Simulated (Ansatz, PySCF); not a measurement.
Spin gap between two states, R1 and P1; the higher of the two is an excited state, each structure at its B3LYP-D3(BJ)/def2-TZVP stationary point, reached from a drawn start (curvature not checked).
R1, C2H4 (SMILES C=C) (charge 0, multiplicity 1):
```xyz
6

C      0.00000     0.00000     0.66228
C      0.00000     0.00000    -0.66228
H      0.65155     0.65164     1.23185
H     -0.65155    -0.65164     1.23185
H      0.65164     0.65155    -1.23185
H     -0.65164    -0.65155    -1.23185
```
P1, C2H4 (SMILES C=C) (charge 0, multiplicity 3):
```
atom    x (Å)    y (Å)    z (Å)
----  -------  -------  -------
C      0.0000   0.0000   0.7213
C      0.0000   0.0000  -0.7213
H      0.9232   0.0000   1.2937
H     -0.9232   0.0000   1.2937
H      0.0000   0.9232  -1.2937
H      0.0000  -0.9232  -1.2937
```

P less R. No zero-point or thermal terms; singlets are restricted closed shells; open shells are unrestricted.

Correlated levels freeze the cores.

Codes used: Ansatz (Gaussian orbitals); PySCF for the D3/D4 terms. No computed number here is a measurement.

```tsv
level	spin gap (kJ/mol)
HF/cc-pVDZ	180.3
SVWN5/def2-TZVPP	299.0
PBE/def2-TZVPP	269.3
BLYP-D4/def2-TZVPP	275.8
r2SCAN/def2-TZVPP	239.3
CAM-B3LYP-D4/def2-TZVPP	266.9
MP2/cc-pVQZ	296.7
SCS-MP2/cc-pVQZ	300.8
CCSD/cc-pVDZ	___
```

**Question.** Complete the blanks.

**Answer.** 
- CCSD/cc-pVDZ, spin gap (kJ/mol): 266.7

Ansatz is a program for electronic structure.
